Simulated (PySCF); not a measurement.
Compound: C5H12OSi2.
Z-matrix (Å and degrees, PBE0-D3(BJ)/def2-SVP geometry), rows numbered from 1:
```
C 
C   1  1.3381
Si  2  1.8618  1  123.59
O   3  1.6630  2  107.47  1  -132.88
Si  4  1.6555  3  144.94  2  -171.68
C   3  1.8852  2  114.59  1     3.80
C   6  1.5547  3   86.07  2    93.72
C   7  1.5545  6  101.18  3    23.01
H   1  1.0959  2  122.20  3  -178.06
H   1  1.0962  2  121.85  3     2.16
H   2  1.0986  1  118.12  3   178.34
H   5  1.4964  4  110.62  3    32.81
H   5  1.4907  4  108.81  3   152.70
H   5  1.4936  4  110.29  3   -87.49
H   6  1.1027  3  110.63  2  -155.49
H   6  1.0995  3  122.92  2   -25.88
H   7  1.1024  6  114.48  3   146.63
H   7  1.1019  6  109.84  3   -93.05
H   8  1.1029  3  111.30  2   155.70
H   8  1.0990  3  122.05  2    25.50
```

Method: PySCF, TDDFT B3LYP/def2-SVPD, vertical, gas phase, core orbitals frozen in the response.

Frontier orbitals with the atoms that hold most of them (Löwdin shares over 4%, at most four atoms; ? is withheld):

| orbital | ε (eV) | atoms |
| --- | --- | --- |
| HOMO-3 | -8.86 | O4 22%, Si5 20%, H13 15%, H14 11% |
| HOMO-2 | -8.01 | C2 27%, C1 24%, O4 12%, Si3 8% |
| HOMO-1 | -7.50 | ? |
| HOMO | ? | ? |
| LUMO | -0.76 | C1 35%, C2 30%, Si3 8%, H9 5% |
| LUMO+1 | 0.01 | Si5 31%, Si3 12%, H12 10%, O4 9% |
| LUMO+2 | 0.40 | Si5 21%, C7 7%, H15 7%, H13 6% |

(1) Give the leading atoms of the HOMO.

(2) Give the leading atoms of the HOMO-1.

(3) What is the HOMO energy, and the HOMO–LUMO gap?

Results:

(1) C8 (bonded to C, Si and 2 H) 29%; Si3 (bonded to 3 C and O) 14%; C2 (bonded to C, Si and H) 13%; C1 (bonded to C and 2 H) 10%. By element: carbon 52% or more, silicon 14% or more.

(2) C6 (bonded to C, Si and 2 H) 27%; C2 (bonded to C, Si and H) 14%; Si3 (bonded to 3 C and O) 13%; O4 (bonded to 2 Si) 10%. By element: carbon 41% or more, silicon 13% or more, oxygen 10%.

(3) ε(HOMO) = -7.42 eV; the gap is 6.66 eV (0.2448 hartree).

Question: How does S1 compare with the orbital gap of 6.66 eV?

Answer: S1 is at 5.67 eV (f = 0.0028), 0.99 eV below the gap, made of HOMO→LUMO (53%), HOMO-1→LUMO (45%). 

Question: Give energy, strength and leading configuration of S3 and S4, and follow the Löwdin shares of the leading atoms from the occupied to the empty orbital.

Answer: 
- S3 (6.66 eV, f 0.030), HOMO→LUMO+1 (93%): C8 29% → at most 10%, Si3 14% → 12%, Si5 at most 11% → 31%
- S4 (6.69 eV, f 0.0064), HOMO-1→LUMO+1 (92%): C6 27% → at most 10%, C2 14% → at most 10%, Si5 at most 11% → 31%, Si3 13% → 12%

One conformer stands for the species.
